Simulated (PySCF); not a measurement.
# Bond curve of BeCl

Set-up: PySCF, no relativity, basis sets Be pcseg-1, Cl pcseg-1. Energies in eV from Be + Cl in their ground configurations at the same level. State: ²Σ⁺ (doublet), unpaired electrons σ ↑.

All columns are r²SCAN. A positive dipole means Be(−)Cl(+).

| R (Å) | E (eV) | μ (D) | Mulliken charge on Be (basis-dependent) | HOMO (eV) | LUMO (eV) | Mayer bond order | ⟨S²⟩ |
| --- | --- | --- | --- | --- | --- | --- | --- |
| 1.567 | -3.369 | -0.06 | 0.27 | -5.22 | -2.30 | 1.15 | 0.75 |
| 1.640 | -3.856 | -0.39 | 0.31 | -5.36 | -2.44 | 1.10 | 0.75 |
| 1.713 | -4.128 | -0.74 | 0.35 | -5.51 | -2.57 | 1.05 | 0.75 |
| 1.767 | -4.228 | -1.00 | 0.37 | -5.62 | -2.68 | 1.02 | 0.75 |
| 1.822 | -4.260 | -1.27 | 0.39 | -5.73 | -2.79 | 0.99 | 0.75 |
| 1.877 | -4.238 | -1.54 | 0.41 | -5.84 | -2.90 | 0.96 | 0.75 |
| 1.950 | -4.148 | -1.90 | 0.44 | -5.98 | -3.05 | 0.93 | 0.75 |
| 2.041 | -3.966 | -2.36 | 0.47 | -6.15 | -3.24 | 0.89 | 0.75 |
| 2.150 | -3.684 | -2.90 | 0.49 | -6.35 | -3.48 | 0.86 | 0.75 |
| 2.296 | -3.261 | -3.62 | 0.51 | -6.59 | -3.83 | 0.82 | 0.75 |

A fit through these points gives, at Re = 1.825 Å, μ = -1.28 D and dμ/dR = -4.91 D/Å; the reduced mass is 7.165 u.

How strong is the fundamental in the double-harmonic approximation, I = 42.26·(dμ/dR)²/μred km/mol?

I = 42.26·(-4.91)²/7.165 = 142 km/mol at r²SCAN.

The state is the lowest determinant that a PBE0 search found; another state may lie lower at other levels.
